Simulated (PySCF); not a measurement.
## Quadrupolar nuclei of `C[C@@]1(Cl)C=C(Cl)C[SiH2]1` in NMR

Species: C5H8Cl2Si.
Cartesian coordinates in Å at the GFN2-xTB level; atoms count from 1:
```xyz
16
C5H8Cl2Si angstrom
C      2.1145    0.2961   -0.2104
C      0.7650   -0.3913   -0.2175
Cl     1.0451   -2.1444   -0.6389
C      0.1052   -0.3799    1.1194
C     -1.1927   -0.1113    1.1604
Cl    -2.0864   -0.0863    2.6403
C     -1.9452    0.1931   -0.0933
Si    -0.5810    0.2735   -1.4251
H      1.9774    1.3474    0.0360
H      2.5841    0.2243   -1.1884
H      2.7782   -0.1522    0.5277
H      0.6847   -0.6244    1.9958
H     -2.5105    1.1175    0.0206
H     -2.6763   -0.5942   -0.2811
H     -0.2843    1.6535   -1.8159
H     -0.7855   -0.6123   -2.5639
```

Computed at PBE0/pcSseg-1 (PySCF, non-relativistic):

| atom | environment | nucleus | spin I | Q (b) | CQ = χzz (MHz) | η |
| --- | --- | --- | --- | --- | --- | --- |
| Cl3 | alkyl chlorine | 35Cl | 3/2 | -0.0817 | -72.335 | 0.015 |
| Cl6 | vinyl chlorine | 35Cl | 3/2 | -0.0817 | -72.723 | 0.128 |

Problem. Which field gradients stand behind these couplings (CQ in MHz = 234.96 × Q in b × Vzz in au)?

Solution. Vxx = −Vzz(1 − η)/2 and Vyy = −Vzz(1 + η)/2, in au:

```json
{"atom": "Cl3", "Vxx (au)": "-1.857", "Vyy (au)": "-1.911", "Vzz (au)": "3.768", "Vzz (10²¹ V/m²)": "36.62"}
{"atom": "Cl6", "Vxx (au)": "-1.651", "Vyy (au)": "-2.138", "Vzz (au)": "3.788", "Vzz (10²¹ V/m²)": "36.81"}
```

Problem. Give the quadrupolar product PQ = |CQ|√(1 + η²/3), the quadrupolar frequency νQ = 3|CQ|/[2I(2I − 1)] and the Larmor frequency ν0 = |g| × 7.62259 MHz/T × B at 9.4 T, with g(35Cl) = 0.54792.

Solution. 
```json
{"atom": "Cl3", "PQ (MHz)": "72.34", "νQ (MHz)": "36.17", "ν0 (MHz)": "39.26", "νQ/ν0": "0.921"}
{"atom": "Cl6", "PQ (MHz)": "72.92", "νQ (MHz)": "36.36", "ν0 (MHz)": "39.26", "νQ/ν0": "0.926"}
```

For Cl3: PQ = 72.33 × 1.0000, νQ = 72.33 × 0.5000, ν0 = 4.1765 MHz/T × 9.4 T.

For Cl3 and Cl6 νQ isn't small against ν0, so the high-field expansions of solid-state NMR fail there at this field.

Problem. Quadrupolar 1/T1 and linewidth for τc = 1 ps (extreme narrowing, isotropic tumbling)?

Solution. 1/T1 = 1/T2 = (3π²/10)(2I + 3)/[I²(2I − 1)] × PQ² × τc; the width is 1/(πT2).

```tsv
site	spin factor (2I + 3)/[I²(2I − 1)]	1/T1 (s⁻¹)	T1 (ms)	linewidth (Hz)
35Cl at Cl3	1.333	20700	0.0484	6580
35Cl at Cl6	1.333	21000	0.0476	6680
```

Solvent, lattice and vibrations would change these gradients. Isolated species at its GFN2-xTB geometry (one conformer only). GFN2-xTB bond lengths can be off by several hundredths of an ångström, more for odd bonds, and the gradients follow them. With so small a basis the couplings can be 20 % off.

The run behind these numbers computed NMR shieldings as well. The run took 49 s (grids of density and orbitals included) on one thread of an Arm Neoverse V1 (shared host), and the process peaked at 0.93 GiB of memory.
